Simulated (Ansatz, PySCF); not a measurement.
This singlet lies 0.65 eV below the relaxed triplet at the level frozen-core CCSD(T)/cc-pVTZ // PBE0-D3(BJ)/def2-TZVP (Ansatz, a program for electronic structure).

Cartesian coordinates (Å):
SMILES: [SiH3][GeH]
```xyz
6

Si    -0.5980    -0.0703    -0.0603
Ge     1.7052    -0.9098    -0.1251
H     -0.9036     0.4532     1.3039
H     -1.6306    -1.0884    -0.3988
H     -0.7387     1.0597    -1.0263
H      2.1657     0.5556     0.3066
```
Charge 0, spin multiplicity 1.

Problem. What LUMO, total energy and dipole moment does PBE0-D3(BJ)/def2-TZVP run with PySCF give?

Solution. 
| Item | Result |
|---|---|
| LUMO | -3.30 eV |
| total energy | -2368.4679 Ha |
| dipole moment | 0.43 D |
